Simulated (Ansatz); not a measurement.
HFSi, SMILES `F[SiH]` (excited triplet) (charge 0, multiplicity 3). This triplet is an excited state, 1.68 eV above the relaxed singlet at the level composite: frozen-core CCSD(T) with HF/cc-pVQZ and the correlation energy extrapolated as X^-3 from cc-pVTZ and cc-pVQZ, plus CCSDT(Q) minus CCSD(T) in cc-pVDZ // PBE0-D3(BJ)/def2-TZVP (Ansatz, a first-principles code).

Cartesian coordinates (Å):
SMILES: [SiH]F
```xyz
3

F      1.3319    -0.2321     0.0000
Si    -0.0654     0.5597     0.0000
H     -1.2665    -0.3276     0.0000
```
Charge 0, spin multiplicity 3.

Frozen-core energies in cc-pVDZ from Ansatz at a geometry from PBE0-D3(BJ)/def2-TZVP; the HF reference has <S^2> = 2.00 and the T1 diagnostic is 0.018.

| level | energy (Ha) |
|---|---|
| HF | -388.91139 |
| MP2 | -389.16176 |
| CCSD | -389.17717 |
| CCSD(T) | -389.18193 |

Question: Estimate the energies of CCSDT and CCSDT(Q), and give each level's difference from CCSDT(Q).

Answer: 
```tsv
level	energy (Ha)	difference from CCSDT(Q) (mHa)
MP2	-389.16176	21.31
CCSD	-389.17717	5.90
CCSD(T)	-389.18193	1.15
CCSDT	-389.18255	0.52
CCSDT(Q)	-389.18307	0.00
```
